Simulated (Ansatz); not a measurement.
Geometry optimisation, DFT PBEsol, scalar-relativistic, plane waves, PAW in Ansatz.

Input:

```yaml
crystal:
  lattice:
    - [5.727565, 0.0, 0.0]
    - [2.863782, 4.960217, 0.0]
    - [0.0, 0.0, 17.676537]
  atoms:
    - { symbol: Al, position: [0.16666668, 0.16666666, 0.05657217] }
    - { symbol: Al, position: [0.66666668, 0.16666666, 0.05657217] }
    - { symbol: Al, position: [0.16666674, 0.66666663, 0.05657217] }
    - { symbol: Al, position: [0.66666673, 0.66666663, 0.05657217] }
    - { symbol: Al, position: [-0.16666663, 0.33333332, 0.18885309] }
    - { symbol: Al, position: [0.33333337, 0.33333332, 0.18885309] }
    - { symbol: Al, position: [-0.16666657, 0.83333329, 0.18885309] }
    - { symbol: Al, position: [0.33333342, 0.83333329, 0.18885309] }
    - { symbol: Al, position: [0.0, 0.0, 0.32113401] }
    - { symbol: Al, position: [0.49999999, 0.0, 0.32113401] }
    - { symbol: Al, position: [5.0e-08, 0.49999997, 0.32113401] }
    - { symbol: Al, position: [0.50000005, 0.49999997, 0.32113401] }
    - { symbol: Cl, position: [0.25000002, 0.24999999, 0.42239819] }
    - { symbol: H, position: [0.8333333, -0.16666666, 0.30359664] }
basis:
  ecutwfc: 420.0
kpoints:
  mp_grid: { grid: [3, 3, 1] }
hamiltonian:
  xc: pbesol
scf:
  occupations: { method: gaussian, width: 0.15 }
  lower_state_search: "off"
relax:
  f_tol: 0.03
  max_steps: 60
  adjacent_minimum: "off"
  constraints: [{ sites: [0, 1, 2, 3] }]
output:
  write_density: true
  write_potential: true
  elf: true
  volumetric_format: npy
```

Run as:

```bash
$ ansatz run input.yaml --threads 1 --pin off --max-ram 3072MiB --backend cpu --events-out ev --progress --plain --runs-dir out
```

Task: Where does it end, and by what steps?

Result: It converged. The force dipped under the threshold on the way, but the program's further checks kept it going. Limits of this set-up: coarse k mesh, thin slab, slab without dipole correction, no dispersion correction for a molecule that may bind weakly. After 12 steps the energy has fallen by 1.056 eV; H14 moved furthest, 1.04 Å.

```csv
step,energy less start (eV),largest force component (eV/Å),accepted
0,0.0000,1.956,yes
1,-0.4762,0.764,yes
2,-0.5518,0.174,yes
3,-0.5710,0.191,yes
4,-0.6321,0.443,yes
5,-0.7362,0.583,yes
6,-0.8581,0.546,yes
7,-0.9796,0.355,yes
8,-1.0417,0.130,yes
9,-1.0519,0.054,yes
10,-1.0265,0.342,no
11,-1.0547,0.017,yes
12,-1.0559,0.025,yes
```

```xyz
14
Lattice="5.7276 0.0000 0.0000 2.8638 4.9602 0.0000 0.0000 0.0000 17.6765" Properties=species:S:1:pos:R:3
Al 1.432 0.827 1.000
Al 4.296 0.827 1.000
Al 2.864 3.307 1.000
Al 5.728 3.307 1.000
Al 0.015 1.691 3.243
Al 2.865 1.654 3.378
Al 1.456 4.148 3.214
Al 4.336 4.127 3.243
Al -0.048 -0.028 5.440
Al 2.799 -0.008 5.605
Al 1.393 2.428 5.605
Al 4.346 2.509 5.501
Cl 2.080 1.201 7.604
H 4.297 -0.826 6.407
```

Whether the end is a true minimum wasn't checked by a vibrational analysis.

Time of the run: 83 s on 1 thread of Arm Neoverse V1, with other jobs on the host, peak memory 0.53 GiB.
